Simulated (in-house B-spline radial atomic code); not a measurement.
# Ionising Zr with different functionals

Computed with a radial B-spline atomic code at the basis-set limit: non-relativistic Hamiltonian, point nucleus, spin-polarised at highest spin, spherical fractional occupations for the functionals, and exact exchange of hybrids averaged over the configuration. The ionisation energy is the difference of two self-consistent energies, [Kr] 4d2 5s2 → [Kr] 4d2 5s1, without Breit or QED terms; ε is the level of the shell that loses the electron (its least bound occupied spin orbital). There is no spin-orbit coupling in this Hamiltonian.

```csv
method,rung,ΔSCF (eV),-ε(5s) (eV)
PBE0,global hybrid,6.14,4.47
B3LYP,global hybrid,6.44,4.44
TPSSh,global hybrid,6.11,4.11
M06-2X,global hybrid,6.79,5.07
BHandHLYP,global hybrid,6.22,4.95
r2SCAN0,global hybrid,5.98,4.51
B97-1,global hybrid,6.61,4.40
HSE06,range-separated hybrid,6.16,4.13
wB97X,range-separated hybrid,6.70,6.30
CAM-B3LYP,range-separated hybrid,6.36,5.40
LC-wPBE,range-separated hybrid,5.91,6.09
```

Problem. Among the functionals, which spreads more, the ΔSCF values or the orbital energies?

Solution. The orbital energies: ΔSCF values span about 0.88 eV and the orbital energies 2.20 eV.

Problem. How do they compare with the NIST value?

Solution. NIST lists 6.634 eV (measured, ground level to ground level). Errors run from -0.72 to +0.16 eV; B97-1 is closest (-0.02 eV), but part of that can be cancellation, since the calculations leave out relativity, Breit-QED terms, multiplet and fine-structure energies.
